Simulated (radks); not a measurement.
Task: Radial electron density D(r) = 4 pi r^2 rho(r) of an atom or ion with 35 electrons. All-electron calculation, Dirac Kohn-Sham, Slater X-alpha with alpha = 0.667, spin-unpolarised, spherical densities, finite nucleus; Fermi nuclear charge, rms radius of each element as measured or else 0.836 A^(1/3) + 0.57 fm. Program: a radial shooting solver on a logarithmic mesh with Libxc functionals.

| r (bohr) | D(r) (e/bohr) |
|---|---|
| 0.006075 | 10.95 |
| 0.006905 | 13.21 |
| 0.007911 | 15.97 |
| 0.009063 | 19.12 |
| 0.0103 | 22.40 |
| 0.0118 | 26.17 |
| 0.01352 | 30.10 |
| 0.01537 | 33.80 |
| 0.01761 | 37.52 |
| 0.02017 | 40.75 |
| 0.02293 | 43.10 |
| 0.02627 | 44.61 |
| 0.03009 | 44.95 |
| 0.0342 | 44.18 |
| 0.03918 | 42.44 |
| 0.04489 | 40.21 |
| 0.05102 | 38.27 |
| 0.05845 | 37.15 |
| 0.06697 | 37.65 |
| 0.07612 | 39.87 |
| 0.0872 | 43.80 |
| 0.09991 | 48.37 |
| 0.1145 | 52.10 |
| 0.1301 | 53.46 |
| 0.149 | 51.68 |
| 0.1708 | 46.72 |
| 0.1941 | 40.40 |
| 0.2223 | 34.09 |
| 0.2547 | 30.36 |
| 0.2895 | 30.11 |
| 0.3317 | 32.60 |
| 0.38 | 35.76 |
| 0.4319 | 37.05 |
| 0.4948 | 35.13 |
| 0.5669 | 29.90 |
| 0.6444 | 23.28 |
| 0.7382 | 16.34 |
| 0.8458 | 10.99 |
| 0.9613 | 7.903 |
| 1.101 | 6.356 |
| 1.262 | 5.773 |
| 1.434 | 5.395 |
| 1.643 | 4.749 |
| 1.882 | 3.794 |
| 2.157 | 2.706 |
| 2.451 | 1.763 |
| 2.808 | 0.9874 |
| 3.217 | 0.4823 |
| 3.656 | 0.2144 |
| 4.189 | 0.07712 |
| 4.799 | 0.02305 |
| 5.455 | 0.006114 |
| 6.249 | 0.001187 |

What is the nuclear charge?

Result: Z = 36. The innermost maximum, from 1s, lies near gamma/Z bohr with gamma = sqrt(1 - (Z/c)^2) = 0.965, here 0.0268 bohr (found: 0.0291), and its height grows with Z. The density is that of the krypton ion Kr+ in [Ar] 3d10 4s2 4p5; the configuration itself is not fixed sharply by these data, and Z only to about a unit. D(r) has 3 maxima, at r = 0.0291, 0.130, 0.432 bohr, and minima at 0.0604, 0.274 bohr, inside which lie 2.08, 11.03 electrons.
